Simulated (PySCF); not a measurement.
Species: H8N2Si2.
SMILES with atom numbers: `[NH2:1][SiH2:2][NH:3][SiH3:4]` (hydrogens: H5, H6 on N1; H7, H8 on Si2; H9 on N3; H10, H11, H12 on Si4)

Method: core-valence-separated Tamm–Dancoff BHandHLYP/aug-pcX-1 (pcseg-1 on H, def2-SVPD on Si) in PySCF, non-relativistic, gas phase, PBE0-D3(BJ)/def2-SVP geometry. Absolute energies from this functional tend to lie a few eV below measured edges; no shift was applied.

Task: Give energies, oscillator strengths and core holes at the N K edge.

Result: 
| E (eV) | f | core hole on | main final orbital |
| --- | --- | --- | --- |
| 398.95 | 0.0083 | N3 | LUMO (43 %) |
| 398.97 | 0.0074 | N1 | LUMO (57 %) |
| 399.90 | 0.0198 | N3 | spread |
| 399.94 | 0.0310 | N1 | spread |
| 400.20 | 0.0220 | N3 | spread |
| 400.24 | 0.0211 | N1 | spread |
| 400.82 | 0.0118 | N3 | LUMO+4 (33 %) |
| 400.89 | 0.0139 | N3 | spread |
| 400.95 | 0.0218 | N1 | spread |
| 401.15 | 0.0044 | N3 | LUMO+2 (31 %) |

The first line with a tenth or more of the strongest one's intensity is at 398.95 eV (f = 0.008), with the hole on N3 (nitrogen bridging silicon atoms). The strongest listed is at 399.94 eV (f = 0.031; N1).

Roots within 0.03 eV whose holes lie on the same, on equivalent or on shared atoms are summed into one line, and the highest roots are left out, as the search may have cut off their partners. Final orbitals are the ground state's empty Kohn–Sham orbitals.

Task: What length of transition dipole belongs to the line at 400.95 eV?

Result: From f = (2/3) ΔE |μ|² in atomic units, with ΔE = 14.735 Eh and f = 0.0218: |μ| = 0.047 au = 0.12 D.

The list ends where the root search ended, not at a threshold.

Time: 4.6 s wall. Hardware: x86-64 server, one thread, on a shared host.

Shape of the structure used: `[NH2:1][SiH2:2][NH:3][SiH3:4]`: N1–Si2–N3–Si4 139°, H–N1–Si2–N3 147°, H–N1–Si2–N3 -65°.

One conformer stands for the species.
